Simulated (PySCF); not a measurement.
Compound: C₅H₁₁PSi.
Structure used (GFN2-xTB), in Å, numbered top down from 1:
```
atom  x, y, z in Å
C1    -2.145   -1.045   -0.339
C2    -1.040   -0.056   -0.170
C3    -0.454    0.637   -1.135
C4     0.615    1.602   -0.729
P5     1.070    1.148    1.027
Si6    2.377   -0.610    0.556
C7    -0.544    0.230    1.220
H8    -3.008   -0.750    0.257
H9    -2.445   -1.117   -1.381
H10   -1.825   -2.029    0.005
H11   -0.727    0.566   -2.177
H12    0.236    2.630   -0.755
H13    1.492    1.564   -1.380
H14    2.596   -1.333    1.810
H15    3.638   -0.075    0.040
H16    1.826   -1.547   -0.430
H17   -0.410   -0.676    1.817
H18   -1.262    0.866    1.752
```

Probes without a nucleus sit at each ring's centroid and 1 Å off its mean plane on both sides; NICS is minus the shielding there, NICSzz its component along the normal. Level: GIAO PBE0/pcSseg-1 (PySCF, non-relativistic, gas phase) on the GFN2-xTB geometry, one conformer.

Ring bond lengths (Å), with Mayer bond orders in brackets: C2–C3 1.324 (1.86), C3–C4 1.496 (1.01), C4–P5 1.870 (0.96), P5–C7 1.867 (0.96), C7–C2 1.504 (1.01).

Task: What do the NICS probes read (ppm)?

Result: 
```tsv
ring	type	NICS(0)	NICS(1), two faces	NICS(1)zz, two faces	rms pucker (Å)	centre to ring atoms, mean (Å)
C2–C3–C4–P5–C7	5-membered ring with P; formal bonds 1 double, 4 single	-3.7	-4.4 / -2.9	-4.8 / -3.2	0.11	1.36
```

Task: What can be read from them?

Result: 
- C2–C3–C4–P5–C7: mean NICS(1)zz -4.0 ppm, shielded. C4, C7 have four or more neighbours; no verdict on aromaticity is drawn.

Task: What are the shieldings of the ring atoms and their hydrogens in the same run (means over atoms taken as equivalent)?

Result: 
| atoms | environment | σ isotropic (ppm) |
| --- | --- | --- |
| C2 | fully substituted alkene carbon | 37.7 |
| C3 | alkene CH carbon | 53.8 |
| C4 | sp3 carbon bound to phosphorus | 154.1 |
| P5 | three-coordinate phosphorus | 422.9 |
| C7 | sp3 carbon bound to phosphorus | 150.9 |
| H11 | vinylic hydrogen | 25.94 |
| H12 (×2) | methylene hydrogen | 29.05 |
| H17 (×2) | methylene hydrogen | 29.26 |
